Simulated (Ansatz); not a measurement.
Start from `[OH][GeH2][NH][SiH](O)O` and change one atom or group to get `O[SiH](O)[NH][GeH3]`.

Ansatz, PBE0-D4/def2-TZVP geometries, multiplicity 1. Each molecule was computed in one conformer, which needn't be the lowest.

Scalar relativity is left out up to krypton.

```csv
property,`[OH][GeH2][NH][SiH](O)O`
size of the dipole moment (PBE/def2-TZVPP) / D,2.32
size of the dipole moment (B3LYP/def2-TZVPP) / D,2.38
HOMO energy (ωB97M-V/def2-TZVPP) / eV,-10.11
HOMO–LUMO gap (PBE0/def2-TZVPP) / eV,8.07
HOMO energy (PBE0/def2-TZVPP) / eV,-7.77
HOMO energy (PBE/def2-TZVPP) / eV,-6.35
```

Problem. Give the same properties after the change, and the shifts. (Estimate.)

Solution. The calculation gave: 
| property | `O[SiH](O)[NH][GeH3]` | shift |
| --- | --- | --- |
| size of the dipole moment (PBE/def2-TZVPP) / D | 1.40 | -0.92 |
| size of the dipole moment (B3LYP/def2-TZVPP) / D | 1.47 | -0.91 |
| HOMO energy (ωB97M-V/def2-TZVPP) / eV | -9.87 | 0.24 |
| HOMO–LUMO gap (PBE0/def2-TZVPP) / eV | 8.00 | -0.07 |
| HOMO energy (PBE0/def2-TZVPP) / eV | -7.54 | 0.23 |
| HOMO energy (PBE/def2-TZVPP) / eV | -6.15 | 0.20 |

With PBE0 the HOMO rises by 0.23 eV and the LUMO rises by 0.16 eV, so the gap narrows by about 0.07 eV. PBE moves the HOMO by 0.20 eV and ωB97M-V by 0.24 eV. Dipoles are sizes alone; their direction can turn.

B3LYP here is the variant with VWN-RPA as its local correlation; programs differ in this.
